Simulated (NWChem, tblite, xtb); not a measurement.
# C3H5BClF (SMILES CC1(Cl)CB1F): the dipole moment, rung by rung

The species is C3H5BClF (11 atoms), meant as a singlet with charge 0. SMILES: `CC1(Cl)CB1F`. The coordinates come from a PBE0-D4/def2-TZVP relaxation.

Each level gives the dipole moment (D). The values are calculated.

```json
{"level": "GFN2-xTB", "kind": "semi-empirical", "program": "xtb", "value (D)": "2.32", "CPU time": "under 2 s"}
{"level": "GFN0-xTB", "kind": "semi-empirical", "program": "xtb", "value (D)": "2.06", "CPU time": "under 2 s"}
{"level": "GFN1-xTB", "kind": "semi-empirical", "program": "xtb", "value (D)": "2.19", "CPU time": "under 2 s"}
{"level": "IPEA1-xTB", "kind": "semi-empirical", "program": "tblite", "value (D)": "3.24", "CPU time": "under 2 s"}
{"level": "HF/STO-3G", "kind": "Hartree–Fock", "program": "NWChem", "value (D)": "2.57", "CPU time": "4.3 s"}
{"level": "HF/3-21G", "kind": "Hartree–Fock", "program": "NWChem", "value (D)": "2.63", "CPU time": "4.9 s"}
{"level": "HF/6-311+G**", "kind": "Hartree–Fock", "program": "NWChem", "value (D)": "2.38", "CPU time": "99 s"}
{"level": "B3LYP/6-31G* (spherical functions)", "kind": "global hybrid", "program": "NWChem", "value (D)": "2.04", "CPU time": "28 s"}
{"level": "B3LYP/6-31G* (Cartesian functions)", "kind": "global hybrid", "program": "NWChem", "value (D)": "2.04", "CPU time": "28 s"}
```

The values span 2.04 to 3.24 D. Magnitudes only. Sets without polarisation functions give poor dipoles. CPU times are rough (shared hosts, several kinds of processor and program).
